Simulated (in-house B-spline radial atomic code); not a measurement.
Checks on a self-consistent run for I⁸⁺, [Ar] 3d9 4s2 4p6 4d10. Level of theory: Dirac-Hartree-Fock, average of configuration, Fermi nucleus of rms radius 4.75 fm; calculated with a B-spline radial code for spherical atoms.

| orbital | q | ε (Eh) | <1/r> | <r²> | small-component weight |
| --- | --- | --- | --- | --- | --- |
| 1s1/2 | 2 | -1231.97402 | 56.8352 | 0.00100438 | 0.038117 |
| 2s1/2 | 2 | -198.96719 | 13.2923 | 0.0160778 | 0.0081838 |
| 2p1/2 | 2 | -186.54270 | 13.2345 | 0.0119382 | 0.0081687 |
| 2p3/2 | 4 | -175.51490 | 12.2141 | 0.0132122 | 0.0077603 |
| 3s1/2 | 2 | -45.81821 | 4.78782 | 0.110184 | 0.0024723 |
| 3p1/2 | 2 | -40.64165 | 4.68968 | 0.105097 | 0.0024051 |
| 3p3/2 | 4 | -38.47744 | 4.44103 | 0.112723 | 0.0022981 |
| 3d3/2 | 3.6 | -29.66517 | 4.26363 | 0.0964557 | 0.0021463 |
| 3d5/2 | 5.4 | -29.21442 | 4.19973 | 0.0987261 | 0.0021143 |
| 4s1/2 | 2 | -12.21494 | 1.92596 | 0.5935 | 0.0007042 |
| 4p1/2 | 2 | -10.30306 | 1.82653 | 0.64269 | 0.00064955 |
| 4p3/2 | 4 | -9.85613 | 1.75255 | 0.683111 | 0.00062026 |
| 4d3/2 | 4 | -6.67028 | 1.56793 | 0.833482 | 0.00052351 |
| 4d5/2 | 6 | -6.59455 | 1.54775 | 0.85113 | 0.00051437 |

Electron-electron repulsion V_ee = 2398.6822 hartree.

(1) What total energy follows from the eigenvalues?

(2) Does the Dirac virial theorem hold?

(3) What diamagnetic shielding (Lamb formula) and susceptibility (Langevin formula) do the radii give?

## Answers

(1) The eigenvalues count the repulsion twice, so E = Σqε - V_ee = -4679.118 - 2398.682 = -7077.800 hartree; the run printed -7077.800.

(2) For a point nucleus E = -2c²Σq·w, with w the small-component weight. Here Σq·w = 0.18844 and c = 137.0360, so the ratio E/(-2c²Σq·w) is 1.000061; the finite nucleus accounts for the departure from 1.

(3) σ = (α²/3)Σq<1/r> = 320.4/(3·137.036²) = 5687.3 ppm, and χ = -0.79199×10⁻⁶·Σq<r²> = -12.29×10⁻⁶ cm³/mol with Σq<r²> = 15.518 bohr². Both are non-relativistic formulas without the paramagnetism of open shells; for so heavy an element the full relativistic shielding is larger by tens of per cent.
